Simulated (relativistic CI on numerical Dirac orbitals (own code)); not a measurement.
**Hyperfine structure of Hf LXXI, mass number 179**

Computed by Dirac-Coulomb-Breit CI, separate exchange-only KLI orbitals for each configuration, QED by a radiative potential, unscaled Slater integrals (own radial code, finite nucleus).

Configurations in the expansion: 1s2, 1s.2s, 1s.2p, 1s.3s, 1s.3p, 1s.3d, 1s.4s, 1s.4p, 1s.4d, 1s.4f, 1s.5s, 1s.5p, 1s.5d, 1s.5f, 1s.5g, 1s.6s, 1s.6p, 1s.6d, 2s2. Levels of other configurations are missing.

Nuclear spin I = 9/2, μ = -0.6389 μN, Q = 3.79 b (tables of Stone and Pyykkö). The electronic factors are computed for point nuclear moments, without core polarisation or the Bohr-Weisskopf and QED corrections.

```
      Level   E (Ry)  A (GHz)  B (GHz)
 1s.2s 3S_1  4084.95   -12160   -0.182
1s.2p 3P°_1  4093.14   -11110     -132
1s.2p 3P°_2  4195.41    -5386     6280
1s.2p 1P°_1  4198.98     5147     3240
 1s.3s 3S_1  4873.65   -11070   -0.216
1s.3p 3P°_1  4875.83   -10760    -36.5
1s.3p 3P°_2  4906.28    -5329     1990
 1s.3d 3D_2  4906.99    -5321      395
```

Levels with J = 0, under 50 % of one LS term, or S terms without an open s electron are left out. Small factors come from cancelling terms and can be off by tens of per cent or more.

At this charge energies of transitions that change n are usually good to better than 1 %, and those within a shell (Δn = 0) to a few per cent.

(1) Give the hyperfine levels of 1s.2s 3S_1 relative to its centre of gravity.

Answers

(1) With K = F(F + 1) − I(I + 1) − J(J + 1), E = AK/2 + B[¾K(K + 1) − I(I + 1)J(J + 1)]/[2I(2I − 1)J(2J − 1)]: F = 7/2: 66870, F = 9/2: 12160, F = 11/2: -54710 GHz.

LS names give the leading component of a level, which can be under half, so a name can repeat, a term be missing and a line seem to break the LS rules.
